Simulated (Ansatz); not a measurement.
Consider the redistribution: `CB(N)N` + `FC[B](Cl)[GaH2]` → `C[B](N)[GaH2]` + `NB(Cl)CF`.

Program: Ansatz. Geometries: PBE0-D4/def2-TZVP. ΔE: electronic, gas phase. CCSD(T)/CBS adds triple-zeta CCSD(T) − MP2 to the extrapolated MP2 energy (def2 sets, frozen cores). Functionals use def2-TZVPP. B3LYP here is the variant with VWN-RPA as its local correlation; programs differ in this. For Ga outer-core shells are correlated without core-valence functions, which leaves a few kJ/mol of doubt a bond. Scalar relativity is left out up to krypton. One conformer a species, not always the lowest.

**Question.** Is it downhill or uphill in electronic energy at CCSD(T)/CBS, and by how much? (Best estimate.)

**Answer.** The calculation gave: Downhill: ΔE = -21.6 kJ/mol.

**Question.** What do these levels give: CAM-B3LYP-D4, PBE, B3LYP, r2SCANh, HF/def2-SVP, CCSD(T)/def2-SVP? (An estimate is asked.)

**Answer.** Computed: CAM-B3LYP-D4 -22.0, PBE -24.2, B3LYP -22.2, r2SCANh -20.7, HF/def2-SVP -19.5, CCSD(T)/def2-SVP -30.6 kJ/mol.

**Question.** What do rigid-rotor, harmonic-oscillator terms from PBE0-D4/def2-TZVP frequencies (298.15 K, 1 bar) make of the CCSD(T)/CBS value? (An estimate is asked.)

**Answer.** Computed: ΔZPE = +3.9 kJ/mol, ΔH = -19.1 kJ/mol, ΔS = -4 J/(mol·K), ΔG = -17.9 kJ/mol. Modes under 50 cm⁻¹ make the entropy rough.

Largest T1 diagnostic among the species: 0.013.

In def2-TZVPP, CCSD(T) changes the Hartree–Fock value by −8.4 kJ/mol (the triples alone add −1.7 kJ/mol) and MP2 by −8.7 kJ/mol. Leaving LDA and LC-ωPBE aside and taking each functional with its dispersion term where it has one, the values, not all of them listed here, spread over 4.8 kJ/mol, from PBE-D4 to BHLYP-D4.
